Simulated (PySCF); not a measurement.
**Hf²⁺: excitation energy**

Hf²⁺ [Xe] 4f14 5d2 (3F) → Hf²⁺ [Xe] 4f14 5d1 6s1 (3D), as a difference of total energies. Calculation: PySCF 2.14, in x2c-TZVPPall (11s7p7d3f1g, 97 functions); scalar relativity by spin-free X2C-1e. Correlated levels: valence: [Xe] 4f14 frozen. The calculations carry no spin-orbit coupling.

```json
{"method": "UHF", "excitation energy (eV)": "0.261"}
{"method": "MP2 (valence)", "excitation energy (eV)": "0.240"}
{"method": "SCS-MP2 (valence)", "excitation energy (eV)": "0.254"}
{"method": "CCSD (valence)", "excitation energy (eV)": "0.232"}
```

Task: How much does correlation contribute at MP2 (valence)?

Result: 0.240 − (0.261) = -0.021 eV, measured against UHF.

A first-order spin-orbit estimate (lowest level to lowest level, LS coupling) adds 0.088 eV.

The basis was made for the ground configuration and has no added diffuse functions, so the excitation energy can come out too high.

With two correlated electrons CCSD is exact in that space.

The coupled-cluster amplitudes are large for the upper state (T1 above 0.03 or a double amplitude above 0.15), so a single reference is strained.
